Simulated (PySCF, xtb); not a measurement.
B(Me)(OMe)(SiH3) (C2H9BOSi), SMILES COB(C)[SiH3].

GFN2-xTB (xtb 6.7.1) at its own geometry gives an orbital gap of 3.74 eV and a dipole moment of 1.69 D.

Geometry optimised at B3LYP-D3(BJ)/def2-SVP. The structure was generated by enumeration, and PubChem lists no compound with its InChIKey, so it may never have been made. One conformer was computed; it need not be the lowest.

Question: What does M06-2X/def2-TZVP in PySCF give? (Estimate from the structure and the level; the computed values follow.)

Answer: gap 8.87 eV (levels -8.62 and 0.25 eV), dipole 1.11 D.
